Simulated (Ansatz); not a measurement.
Consider the ligand exchange at the Si–N bond: `CC(C)N([SiH3])C(C)C` + `CC(=N)F` → `C/C(F)=N/[SiH3]` + `CC(C)NC(C)C`.

Isolated molecules relaxed with PBE0-D4/def2-TZVP in Ansatz; ΔE leaves out vibrations. CCSD(T)/CBS is the MP2 limit (def2-TZVPP, def2-QZVPP) plus CCSD(T) − MP2 in def2-TZVPP, frozen cores. One conformer a species, not always the lowest.

```json
{"species": "`CC(C)N([SiH3])C(C)C`", "CCSD(T)/CBS(def2) energy (Eh)": "-582.35223"}
{"species": "`CC(=N)F`", "CCSD(T)/CBS(def2) energy (Eh)": "-232.99347"}
{"species": "`C/C(F)=N/[SiH3]`", "CCSD(T)/CBS(def2) energy (Eh)": "-523.29225"}
{"species": "`CC(C)NC(C)C`", "CCSD(T)/CBS(def2) energy (Eh)": "-292.05948"}
```

Task: Work out ΔE.

Result: ΔE = (-523.29225) + (-292.05948) − (-582.35223) − (-232.99347) = -0.00603 Eh = -15.8 kJ/mol.

Largest T1 diagnostic among the species: 0.013.

From BLYP to BHLYP (50 % exact exchange), in def2-TZVPP and without D4, ΔE moves by +6.9 kJ/mol. The D4 term adds +16.3 kJ/mol with B3LYP and +9.6 kJ/mol with PBE0; it sums over pairs of atoms, weighted by their polarisabilities, and B3LYP, whose exchange is more repulsive, gets the larger term.

B3LYP here is the variant with VWN-RPA as its local correlation; programs differ in this.
